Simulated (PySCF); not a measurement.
Input file for PySCF: D3(BJ) and D4 dispersion corrections on FH4P (a complex).

```python
from pyscf import gto
from pyscf.dispersion import dftd3, dftd4

mol = gto.M(
    atom='''
    F    -1.44370064   -0.22894985   -0.24384746
    H    -0.94647269   -0.05062702    0.53323070
    P     0.26435944    0.38573767    2.42694199
    H    -0.05296080   -0.23232066    3.65770065
    H     1.64992720    0.11416788    2.48950794
    H     0.35687992    1.69531668    2.95026935
    ''',
    basis='def2-svp',
    charge=0, spin=0, verbose=0, max_memory=1800)
d3, d4 = {}, {}
for xc in ['hf', 'pbe', 'blyp', 'revpbe', 'tpss', 'r2scan', 'b3lyp', 'pbe0', 'bhlyp', 'camb3lyp', 'b2plyp']:
    d3[xc] = float(dftd3.DFTD3Dispersion(mol, xc=xc, version='d3bj', atm=False).get_dispersion()['energy'])
    print(f'D3(BJ) {xc:10s} {d3[xc]:14.8f} Eh')
for xc in ['hf', 'pbe', 'blyp', 'revpbe', 'tpss', 'r2scan', 'b3lyp', 'pbe0', 'bhlyp', 'camb3lyp', 'b2plyp']:
    d4[xc] = float(dftd4.DFTD4Dispersion(mol, xc={'camb3lyp': 'cam-b3lyp'}.get(xc, xc), atm=True).get_dispersion()['energy'])
    print(f'D4     {xc:10s} {d4[xc]:14.8f} Eh')
```

It printed:

```
D3(BJ) hf            -0.02131877 Eh
D3(BJ) pbe           -0.00229995 Eh
D3(BJ) blyp          -0.00487083 Eh
D3(BJ) revpbe        -0.00601631 Eh
D3(BJ) tpss          -0.00285960 Eh
D3(BJ) r2scan        -0.00061977 Eh
D3(BJ) b3lyp         -0.00396139 Eh
D3(BJ) pbe0          -0.00194627 Eh
D3(BJ) bhlyp         -0.00305044 Eh
D3(BJ) camb3lyp      -0.00170590 Eh
D3(BJ) b2plyp        -0.00179431 Eh
D4     hf            -0.00691774 Eh
D4     pbe           -0.00181261 Eh
D4     blyp          -0.00406897 Eh
D4     revpbe        -0.00622483 Eh
D4     tpss          -0.00245522 Eh
D4     r2scan        -0.00045729 Eh
D4     b3lyp         -0.00289960 Eh
D4     pbe0          -0.00151835 Eh
D4     bhlyp         -0.00203601 Eh
D4     camb3lyp      -0.00151821 Eh
D4     b2plyp        -0.00126625 Eh
```

The run finished.

Cost: roughly 0.04 core-seconds.
